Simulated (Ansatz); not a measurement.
**Question.** Name a neutral molecule of B, C, N and H with HOMO energy (B3LYP/def2-TZVPP) between -6.80 and -6.50 eV and LUMO energy (B3LYP/def2-TZVPP) between -1.80 and -1.50 eV (Ansatz, PBE0-D4/def2-TZVP geometry).

**Answer.** `BCCN` (-6.58 eV, -1.59 eV). Other molecules can fit too; these were computed, each in one conformer that needn't be the lowest.

B3LYP here is the variant with VWN-RPA as its local correlation; programs differ in this.
